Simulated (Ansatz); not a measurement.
`B[SiH2][SiH3]` + `[CH3][AlH][OH]` → `[CH3][AlH][O][SiH2][SiH3]` + BH₃  (cleavage of the Si–B bond)

Computed with Ansatz on PBE0-D4/def2-TZVP structures; ΔE is electronic, products minus reactants. CCSD(T)/CBS is the MP2 limit (def2-TZVPP, def2-QZVPP) plus CCSD(T) − MP2 in def2-TZVPP, frozen cores. This one scheme is used for every species. Functionals use def2-TZVPP. B3LYP here is the variant with VWN-RPA as its local correlation; programs differ in this. Each species was taken in one conformer, which may not be the lowest.

CCSD(T)/CBS gives -26.2 kcal/mol.

(1) Another level gave -22.5 kcal/mol. Which?
A. B3LYP/def2-TZVPP
B. PBE/def2-TZVPP
C. r2SCAN/def2-TZVPP
D. PBE0-D4/def2-TZVPP

Largest T1 diagnostic among the species: 0.014.

Answers

(1) D. PBE0-D4 -22.5, PBE -18.8, B3LYP -25.1, r2SCAN -23.6 kcal/mol.

In def2-TZVPP, CCSD(T) changes the Hartree–Fock value by +6.6 kcal/mol (the triples alone add +0.8 kcal/mol) and MP2 by +5.0 kcal/mol. The D4 term adds −1.7 kcal/mol with B3LYP and −1.1 kcal/mol with PBE0; it sums over pairs of atoms, weighted by their polarisabilities, and B3LYP, whose exchange is more repulsive, gets the larger term. From PBE to PBE0 (25 % exact exchange), in def2-TZVPP and without D4, ΔE moves by −2.7 kcal/mol.
